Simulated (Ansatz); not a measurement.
CH5BN2O (`N=C(O)BN`), relaxed with RKS PBE0-D4/def2-TZVP in Ansatz 0.2.0 from a PBE-D4/def2-SVP geometry. The force threshold is 0.005 eV/Å; the program also tests the step.

The species carries charge 0 and has multiplicity 1.

Start:

```xyz
10

N    -0.900   -0.179    1.851
C    -0.192    0.128    0.821
O     0.728    1.130    0.946
B    -0.242   -0.515   -0.632
N     0.608   -0.015   -1.614
H    -1.546   -0.946    1.610
H     0.651    1.433    1.879
H    -1.010   -1.426   -0.879
H     0.647   -0.362   -2.573
H     1.254    0.751   -1.408
```

| step | energy (eV) | largest force (eV/Å) | largest move (Å) |
| --- | --- | --- | --- |
| 1 | -6817.8640 | 0.975 | 0.000 |
| 2 | -6817.9072 | 0.266 | 0.027 |
| 3 | -6817.9114 | 0.082 | 0.011 |
| 4 | -6817.9117 | 0.035 | 0.005 |
| 5 | -6817.9117 | 0.014 | 0.005 |
| 6 | -6817.9118 | 0.015 | 0.004 |
| 7 | -6817.9118 | 0.004 | 0.002 |

End:

```xyz
10

N    -0.893   -0.192    1.824
C    -0.191    0.132    0.818
O     0.714    1.129    0.956
B    -0.241   -0.505   -0.628
N     0.604   -0.018   -1.603
H    -1.525   -0.949    1.580
H     0.651    1.435    1.872
H    -1.004   -1.396   -0.862
H     0.634   -0.368   -2.545
H     1.250    0.732   -1.413
```

It took 32 s on 2 threads of an Arm Neoverse V1 on a shared host, with 0.38 GiB of host memory at the peak.
